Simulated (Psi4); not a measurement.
C$_{3}$H$_{7}$O (SMILES CC(C)[O]), doublet, at a GFN2-xTB geometry; CCSD(T)/STO-3G run with Psi4.

Here is a job for Psi4.
```
memory 2 GB

molecule {
0 2
O     0.08881149    1.41624147   -0.02329658
C     0.00962973    0.14136308    0.27258208
H     0.01101452    0.11356863    1.39709535
C    -1.32014766   -0.54404154   -0.11876877
C     1.24109746   -0.70477262   -0.12589560
H    -1.36361392   -0.61281193   -1.20330932
H     1.26961269   -0.77806021   -1.21063645
H    -2.16293297    0.05262281    0.21942231
H     2.15372551   -0.21826934    0.20741092
H    -1.38199246   -1.54074182    0.30800656
H     1.18021755   -1.70153345    0.30087704
}

set {
  basis sto-3g
  reference uhf
}

energy('ccsd(t)')
print_variables()
```

Question: What does Psi4 print? Leave out banner, timings and long lists.

Answer: 
```
   => Loading Basis Set <=

    Name: STO-3G
    Role: ORBITAL
    Keyword: BASIS

         ---------------------------------------------------------
                                   SCF
               by Justin Turney, Rob Parrish, Andy Simmonett
                          and Daniel G. A. Smith
                              UHF Reference
         ---------------------------------------------------------

  ==> Geometry <==

    Molecular point group: c1
    Full point group: C1

    Geometry (in Angstrom), charge = 0, multiplicity = 2:

       Center              X                  Y                   Z               Mass
    ------------   -----------------  -----------------  -----------------  -----------------
         O            0.083879759401     1.337640530749    -0.022981586851    15.994914619570
         C            0.004697999401     0.062762140749     0.272897073149    12.000000000000
         H            0.006082789401     0.034967690749     1.397410343149     1.007825032230
         C           -1.325079390599    -0.622642479251    -0.118453776851    12.000000000000
         C            1.236165729401    -0.783373559251    -0.125580606851    12.000000000000
         H           -1.368545650599    -0.691412869251    -1.202994326851     1.007825032230
         H            1.264680959401    -0.856661149251    -1.210321456851     1.007825032230
         H           -2.167864700599    -0.025978129251     0.219737303149     1.007825032230
         H            2.148793779401    -0.296870279251     0.207725913149     1.007825032230
         H           -1.386924190599    -1.619342759251     0.308321553149     1.007825032230
         H            1.175285819401    -1.780134389251     0.301192033149     1.007825032230

  Running in c1 symmetry.

  Rotational constants: A =      0.31078  B =      0.27168  C =      0.16251 [cm^-1]
  Rotational constants: A =   9316.96789  B =   8144.68361  C =   4871.84622 [MHz]
  Nuclear repulsion =  126.373911275794384

  Charge       = 0
  Multiplicity = 2
  Electrons    = 33
  Nalpha       = 17
  Nbeta        = 16

  ==> Algorithm <==

  SCF Algorithm Type is PK.
  DIIS enabled.
  MOM disabled.
  Fractional occupation disabled.
  Guess Type is SAD.
  Energy threshold   = 1.00e-08
  Density threshold  = 1.00e-08
  Integral threshold = 1.00e-12

  ==> Primary Basis <==

  Basis Set: STO-3G
    Blend: STO-3G
    Number of shells: 19
    Number of basis functions: 27
    Number of Cartesian functions: 27
    Spherical Harmonics?: true
    Max angular momentum: 1

  ==> Integral Setup <==

  Using in-core PK algorithm.
   Calculation information:
      Number of atoms:                  11
      Number of AO shells:              19
      Number of primitives:             57
      Number of atomic orbitals:        27
      Number of basis functions:        27

      Integral cutoff                 1.00e-12
      Number of threads:                 1

  Performing in-core PK
  Using 143262 doubles for integral storage.
  We computed 17572 shell quartets total.
  Whereas there are 18145 unique shell quartets.

  ==> DiskJK: Disk-Based J/K Matrices <==

    J tasked:                  Yes
    K tasked:                  Yes
    wK tasked:                  No
    Schwarz Cutoff:          1E-12

  Minimum eigenvalue in the overlap matrix is 2.0610330013E-01.
  Reciprocal condition number of the overlap matrix is 8.2437957333E-02.
    Using symmetric orthogonalization.

  ==> Pre-Iterations <==

  SCF Guess: Superposition of Atomic Densities via on-the-fly atomic UHF (no occupation information).

   -------------------------
    Irrep   Nso     Nmo
   -------------------------
     A         27      27
   -------------------------
    Total      27      27
   -------------------------

  ==> Iterations <==

                        Total Energy        Delta E     RMS |[F,P]|

   @UHF iter SAD:  -186.67681578027114   -1.86677e+02   0.00000e+00
   @UHF iter   1:  -189.90865166958235   -3.23184e+00   1.56115e-02 ADIIS/DIIS
   @UHF iter   2:  -190.06896553689316   -1.60314e-01   7.51696e-03 ADIIS/DIIS
   @UHF iter   3:  -190.09934659233502   -3.03811e-02   2.39360e-03 ADIIS/DIIS
   @UHF iter   4:  -190.10688633360047   -7.53974e-03   4.63035e-04 ADIIS/DIIS
   @UHF iter   5:  -190.10711358093448   -2.27247e-04   1.81736e-04 ADIIS/DIIS
   @UHF iter   6:  -190.10715785533097   -4.42744e-05   7.87993e-05 DIIS
   @UHF iter   7:  -190.10716695947150   -9.10414e-06   2.14482e-05 DIIS
   @UHF iter   8:  -190.10716759294070   -6.33469e-07   9.81912e-06 DIIS
   @UHF iter   9:  -190.10716773451009   -1.41569e-07   4.25183e-06 DIIS
   @UHF iter  10:  -190.10716776744090   -3.29308e-08   1.21385e-06 DIIS
   @UHF iter  11:  -190.10716777036930   -2.92840e-09   4.13882e-07 DIIS
   @UHF iter  12:  -190.10716777070758   -3.38275e-10   1.72342e-07 DIIS
   @UHF iter  13:  -190.10716777076419   -5.66160e-11   4.14173e-08 DIIS
   @UHF iter  14:  -190.10716777076675   -2.55795e-12   2.01345e-08 DIIS
   @UHF iter  15:  -190.10716777076775   -9.94760e-13   7.90989e-09 DIIS
  Energy and wave function converged.

  ==> Post-Iterations <==

   @Spin Contamination Metric:   6.118271147E-03
   @S^2 Expected:                7.500000000E-01
   @S^2 Observed:                7.561182711E-01
   @S   Expected:                5.000000000E-01
   @S   Observed:                5.000000000E-01

    Orbital Energies [Eh]
    ---------------------

    Alpha Occupied:

[...]
    Alpha Virtual:

[...]
      27A      0.848731

    Beta Occupied:

[...]
      16A     -0.321085

    Beta Virtual:

[...]
    Final Occupation by Irrep:
              A
    DOCC [    16 ]
    SOCC [     1 ]
    NA   [    17 ]
    NB   [    16 ]

  @UHF Final Energy:  -190.10716777076775

   => Energetics <=

    Nuclear Repulsion Energy =            126.3739112757943843
    One-Electron Energy =                -509.6720742640935669
    Two-Electron Energy =                 193.1909952175314231
[...]
    Total Energy =                       -190.1071677707677452
[...]
     2        -0.224250537834497    2.854e-02    0.007025    0.000000    0.000000    0.000000
     3        -0.225760444136181    7.658e-03    0.008040    0.000000    0.000000    0.000000
     4        -0.225929426232800    3.666e-03    0.008553    0.000000    0.000000    0.000000
     5        -0.225973607843211    1.728e-03    0.008910    0.000000    0.000000    0.000000
     6        -0.225969408081905    6.052e-04    0.009001    0.000000    0.000000    0.000000
     7        -0.225964163268429    2.339e-04    0.009023    0.000000    0.000000    0.000000
     8        -0.225966828072291    7.393e-05    0.009023    0.000000    0.000000    0.000000
     9        -0.225967348988301    3.445e-05    0.009023    0.000000    0.000000    0.000000
    10        -0.225967340768344    1.280e-05    0.009022    0.000000    0.000000    0.000000
    11        -0.225967337535322    4.771e-06    0.009022    0.000000    0.000000    0.000000
    12        -0.225967510363978    2.047e-06    0.009022    0.000000    0.000000    0.000000
    13        -0.225967586048279    8.579e-07    0.009022    0.000000    0.000000    0.000000
    14        -0.225967602996719    3.844e-07    0.009022    0.000000    0.000000    0.000000
    15        -0.225967597041892    1.982e-07    0.009022    0.000000    0.000000    0.000000
    16        -0.225967594716876    9.462e-08    0.009022    0.000000    0.000000    0.000000

    Iterations converged.

    Largest TIA Amplitudes:
             16   2         0.0127947158
              8   0         0.0105885763
             10   2         0.0084629930
             11   0        -0.0073363519
             16   8         0.0067673410
             15   0         0.0063937512
             13   2        -0.0056704480
             14   0         0.0050839359
              9   9         0.0048060136
              9   1         0.0047803398

    Largest Tia Amplitudes:
             14   0         0.0259039169
             15   3         0.0169039750
              8   0         0.0164130748
             13   0        -0.0145419733
             15   9         0.0083920617
             14   1        -0.0075245340
              9   3         0.0057750864
             13   1         0.0056725375
              7   0        -0.0051850546
             14   8         0.0050912434

    Largest TIJAB Amplitudes:
     14  10   9   2        -0.0080067002
     16  14   9   2         0.0075353345
     10   9   9   2         0.0073892758
     14   8   9   0        -0.0073853843
      9   8   1   0        -0.0063156507
     10   8   2   0        -0.0059880465
     16  14   2   1        -0.0050422392
     16  14   2   0        -0.0048786061
     15  14   1   0         0.0048049571
     16  14   3   2         0.0043560540

    Largest Tijab Amplitudes:
     14  13  10   0        -0.0128255181
     15  14   3   0         0.0101328536
     14  13   2   0        -0.0095579030
     15  13  10   3         0.0094515245
     13   9  10   3        -0.0093174997
     15   8   3   0         0.0077718068
     13   8  10   0         0.0076141481
     13   8  10   1        -0.0071262938
     15  13   3   0        -0.0065063415
     15  13   3   2        -0.0061084308

    Largest TIjAb Amplitudes:
     15  14   0   0         0.0378648373
     12  11   4   5        -0.0371284271
     15  14   0   1         0.0310996124
     14  13   9  10        -0.0281947254
     16  15   2   3        -0.0268162514
     13  12   2   3        -0.0260352443
     14  13   1   2        -0.0239671727
     13  12   8   9        -0.0238814350
      8   8   0   1        -0.0231537516
     16  12   2   3        -0.0224186286

    SCF energy       (wfn)                    = -190.107167770767745
    Reference energy (file100)                = -190.107167770767944

    Opposite-spin MP2 correlation energy      =   -0.150461513079631
    Same-spin MP2 correlation energy          =   -0.018226270551604
    Singles MP2 correlation energy            =   -0.000000000000000
    MP2 correlation energy                    =   -0.168687783631236
      * MP2 total energy                      = -190.275855554399186

    Opposite-spin CCSD correlation energy     =   -0.209811164916194
    Same-spin CCSD correlation energy         =   -0.016156429800682
    Singles CCSD correlation energy           =   -0.000000000000000
    CCSD correlation energy                   =   -0.225967594716876
      * CCSD total energy                     = -190.333135365484821

            **************************
            *                        *
            *        CCTRIPLES       *
            *                        *
            **************************

    Wave function   =    CCSD_T
    Reference wfn   =      UHF

    Nuclear Rep. energy (wfn)                =  126.373911275794384
    SCF energy          (wfn)                = -190.107167770767745
    Reference energy    (file100)            = -190.107167770767944
    CCSD energy         (file100)            =   -0.225967594716876
    Total CCSD energy   (file100)            = -190.333135365484821

    Number of ijk index combinations:
    Spin Case AAA:                                 680
    Spin Case BBB:                                 560
    Spin Case AAB:                                2176
    Spin Case ABB:                                2040
    AAA (T) energy                             =   -0.000025943845744
    BBB (T) energy                             =   -0.000029072704937
    AAB (T) energy                             =   -0.000818074104978
    ABB (T) energy                             =   -0.000894730035320
    (T) energy                                   =   -0.001767820690979
      * CCSD(T) total energy                     = -190.334903186175808

  Variable Map:
  ----------------------------------------------------------------------------
[...]
  Array Variable Map:
  ----------------------------------------------------------------------------
[...]
[...]
```
